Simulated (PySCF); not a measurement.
## PBE0 on Ru²⁺ (ruthenium, charge +2)

Configuration: [Kr] 4d6, high-spin 5D determinant. Computed with PySCF 2.14 in def2-SVP with the def2 core potential (28 electrons), with a scalar-relativistic core potential.

```
Total energy                                                  : -93.8781 hartree
One-electron energy                                           : -153.6348 hartree
Hartree (Coulomb) energy                                      : 69.3823 hartree
Exchange-correlation energy                                   : -9.6256 hartree
⟨S²⟩                                                          : 6.0010
⟨L²⟩                                                          : 6.015
Sum of ⟨r⟩                                                    : 18.14 bohr
Sum of ⟨r²⟩                                                   : 27.67 bohr²
Traceless quadrupole moment −½Σ⟨3z² − r²⟩ along its main axis : 0.744 e·bohr²
Time after the integrals                                      : 0.26 s of wall time on 1 thread of Neoverse-V2 (shared host)
```

```json
{"shell": "4s α", "electrons": "1", "mean orbital energy (eV)": "-104.44", "spread (eV)": "0", "rms radius, mean of both spins (bohr)": "1.09"}
{"shell": "4s β", "electrons": "1", "mean orbital energy (eV)": "-100.50", "spread (eV)": "0", "rms radius, mean of both spins (bohr)": "1.09"}
{"shell": "4p α", "electrons": "3", "mean orbital energy (eV)": "-72.790", "spread (eV)": "1.470", "rms radius, mean of both spins (bohr)": "1.20"}
{"shell": "4p β", "electrons": "3", "mean orbital energy (eV)": "-68.267", "spread (eV)": "0.176", "rms radius, mean of both spins (bohr)": "1.20"}
{"shell": "4d α", "electrons": "5", "mean orbital energy (eV)": "-27.163", "spread (eV)": "1.650", "rms radius, mean of both spins (bohr)": "1.66"}
{"shell": "4d β", "electrons": "1", "mean orbital energy (eV)": "-24.152", "spread (eV)": "0", "rms radius, mean of both spins (bohr)": "1.66"}
```

Energies and moments cover only the electrons outside the core potential.
